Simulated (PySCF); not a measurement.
Some computed properties have been withheld. Give your best values.

C7H5FO2.
Structure used (GFN2-xTB), in Å, numbered top down from 1:
```
atom  x, y, z in Å
O1     2.6151   -1.3114   -0.3687
C2     2.0716   -0.2554   -0.1573
O3     2.7518    0.8807    0.0003
C4     0.5990   -0.1006   -0.0499
C5    -0.1826   -1.2468   -0.2024
C6    -1.5586   -1.1876   -0.1184
C7    -2.1844    0.0269    0.1212
C8    -1.4326    1.1775    0.2761
C9    -0.0521    1.1087    0.1904
F10    0.6375    2.2477    0.3460
H11    3.7042    0.7180   -0.0808
H12    0.3296   -2.1785   -0.3889
H13   -2.1459   -2.0844   -0.2399
H14   -3.2604    0.0797    0.1882
H15   -1.8967    2.1336    0.4621
```

```csv
property,level,value
point group of the GFN2-xTB geometry,GFN2-xTB,?
"rotational constants A, B, C of the GFN2-xTB geometry",GFN2-xTB,?
dipole moment,B3LYP/def2-SVPD,2.08 D
HOMO energy,B3LYP/def2-SVPD,?
LUMO energy,B3LYP/def2-SVPD,-1.91 eV
lowest singlet excitation,TDDFT B3LYP/def2-SVPD,?
strongest line among the 8 lowest singlet transitions,TDDFT B3LYP/def2-SVPD,?
lowest triplet excitation (Tamm–Dancoff),TDA B3LYP/def2-SVPD,?
static isotropic polarisability,B3LYP/def2-SVPD,88.5 au
electronic spatial extent ⟨r²⟩ about the centre of nuclear charge,B3LYP/def2-SVPD,?
```

The electronic properties come from PySCF, for the isolated species, density fitting.

(1) The strongest line among the 8 lowest singlet transitions?

(2) The lowest triplet excitation (Tamm–Dancoff)?

(3) Give the electronic spatial extent ⟨r²⟩ about the centre of nuclear charge.

(4) What is the point group of the GFN2-xTB geometry?

(5) The HOMO energy?

(6) The lowest singlet excitation?

(7) What are the rotational constants A, B, C of the GFN2-xTB geometry?

## Answers

(1) S6 at 6.70 eV (185 nm, f = 0.389).

(2) 3.88 eV.

(3) 1333 bohr².

(4) Cs.

(5) -7.45 eV.

(6) 4.84 eV (256 nm, f = 0.040).

(7) 2.317, 1.225, 0.801 GHz.

The 8 singlets span 4.84 to 6.90 eV, and their oscillator strengths add up to 0.97. The polarisability is 13.11 Å³ as a volume (1 au = 0.148185 Å³), or 1.23 au for each of the 72 electrons. The largest Löwdin shares of the LUMO are 0.17 on C7, 0.15 on C2, 0.14 on C4 and 0.12 on O1. The rotational constants make it an asymmetric top with κ = (2B − A − C)/(A − C) = -0.44, nearer the prolate limit (−1). The principal polarisabilities are 50.4, 96.6 and 118.4 au; their mean is the isotropic value.

One conformer stands for the species.
